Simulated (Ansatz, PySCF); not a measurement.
H6O3Si2, SMILES O[Si](O)(O)[SiH3]. Atoms are numbered in the order given.

```xyz
11

O     -1.8192    -0.0284     0.5420
Si    -0.3792    -0.2440    -0.2461
O     -0.5427     0.3339    -1.7890
O     -0.0760    -1.8694    -0.3330
Si     1.3547     0.8653     0.8764
H     -1.9118    -0.4299     1.4138
H     -0.8427     1.2446    -1.8913
H      0.6685    -2.1525    -0.8767
H      1.4353     0.4319     2.3078
H      1.1467     2.3484     0.8594
H      2.6796     0.5824     0.2381
```

Geometry optimised at r2SCAN-D4/def2-SVP. The values are those of a single conformer.

Two levels are set side by side: PBE-D3(BJ)/def2-SVP (Ansatz, a quantum-chemistry and plane-wave program) and r2SCAN-D4/def2-SVP (Ansatz). Each level has its own optimised geometry; the coordinates shown are those of the second. Frequencies come from the Hessian of PySCF at each geometry. Differences are taken from unrounded values.

| quantity | r2SCAN-D4 | PBE-D3(BJ) | PBE-D3(BJ) minus r2SCAN-D4 |
|---|---|---|---|
| mean bond length (Å) | 1.470 | 1.481 | 0.011 |
| bond O1–Si2 (Å) | 1.656 | 1.670 | 0.015 |
| bond Si2–O3 (Å) | 1.656 | 1.670 | 0.015 |
| bond Si2–O4 (Å) | 1.656 | 1.670 | 0.015 |
| bond Si2–Si5 (Å) | 2.345 | 2.352 | 0.008 |
| bond O1–H6 (Å) | 0.964 | 0.973 | 0.009 |
| bond O3–H7 (Å) | 0.964 | 0.973 | 0.009 |
| bond O4–H8 (Å) | 0.964 | 0.973 | 0.009 |
| bond Si5–H9 (Å) | 1.498 | 1.508 | 0.010 |
| bond Si5–H10 (Å) | 1.498 | 1.508 | 0.010 |
| bond Si5–H11 (Å) | 1.498 | 1.508 | 0.010 |
| highest harmonic wavenumber (cm⁻¹) | 3888 | 3768 | -120 |
| mean harmonic wavenumber (cm⁻¹) | 1080 | 1055 | -25 |
| zero-point energy (kcal/mol) | 41.69 | 40.73 | -0.96 |
